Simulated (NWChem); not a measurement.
System: CrHS2OF; SMILES [F][Cr](=[O])(=[S])[SH]

```xyz
6

Cr     0.3060    -0.0992     0.0721
O      0.8927    -0.0543     1.4739
S     -1.0765    -1.4985    -0.0451
F      1.4940    -0.3200    -1.1150
S     -0.6897     1.8252    -0.1121
H     -1.4805     1.4605    -1.1489
```
Atoms are numbered in this order, from 1.

Level: PBE0/def2-SVP (NWChem), optimised geometry, unscaled harmonic frequencies. 

```tsv
frequency (cm⁻¹)	IR intensity (km/mol)
166	1.5
192	0.6
237	0.0
260	6.1
311	7.7
351	18.8
447	22.3
611	33.2
664	23.1
784	132.2
1184	129.7
2706	7.9
```

zero-point energy: 11.3 kcal/mol
thermal correction to the enthalpy at 298.15 K (with zero-point energy): 15.9 kcal/mol
heat capacity Cv: 20.6 cal/(mol K)
entropy at 298.15 K and 1 atm (symmetry number 1): 81.3 cal/(mol K)
dipole moment: 2.17 D

Rigid rotor and harmonic oscillator.
